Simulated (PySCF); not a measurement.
## Titanium: a sound run and one with changed settings

Sound run: Ti [Ar] 3d2 4s2, Ti⁺ [Ar] 3d2 4s1. Computed with PySCF 2.14 in cc-pVDZ-DK, with scalar relativity by spin-free X2C-1e. In the sound run the correlated levels freeze [Ar]. The sound run starts from symmetry-adapted Hartree-Fock orbitals and uses a fine grid where one is needed.

Changed run: basis STO-3G, all-electron and non-relativistic. This setting is unsound on purpose.

```json
{"species": "Ti", "method": "UHF", "sound run (hartree)": "-852.74464", "changed run (hartree)": "-839.56346", "converged": "yes"}
{"species": "Ti", "method": "PBE", "sound run (hartree)": "-853.48016", "changed run (hartree)": "-840.16977", "converged": "yes"}
{"species": "Ti", "method": "PBE0", "sound run (hartree)": "-853.51322", "changed run (hartree)": "-840.24248", "converged": "yes"}
{"species": "Ti", "method": "MP2", "sound run (hartree)": "-852.77964", "changed run (hartree)": "-839.59115", "converged": "yes"}
{"species": "Ti⁺", "method": "UHF", "sound run (hartree)": "-852.54015", "changed run (hartree)": "-839.44286", "converged": "yes"}
{"species": "Ti⁺", "method": "PBE", "sound run (hartree)": "-853.23492", "changed run (hartree)": "-839.98728", "converged": "yes"}
{"species": "Ti⁺", "method": "PBE0", "sound run (hartree)": "-853.27215", "changed run (hartree)": "-840.06559", "converged": "yes"}
{"species": "Ti⁺", "method": "MP2", "sound run (hartree)": "-852.54828", "changed run (hartree)": "-839.44286", "converged": "yes"}
```

Ionisation energy of Ti:

```json
{"method": "UHF", "sound run (eV)": "5.564", "changed run (eV)": "3.282"}
{"method": "PBE", "sound run (eV)": "6.673", "changed run (eV)": "4.966"}
{"method": "PBE0", "sound run (eV)": "6.560", "changed run (eV)": "4.813"}
{"method": "MP2", "sound run (eV)": "6.296", "changed run (eV)": "4.035"}
{"method": "SCS-MP2", "sound run (eV)": "6.445", "changed run (eV)": "4.186"}
```

A minimal basis cannot let orbitals breathe on ionisation and holds almost no correlation. The Hamiltonian changed with the basis, so the totals do not compare.

For comparison, NIST gives 6.828 eV between the lowest levels.
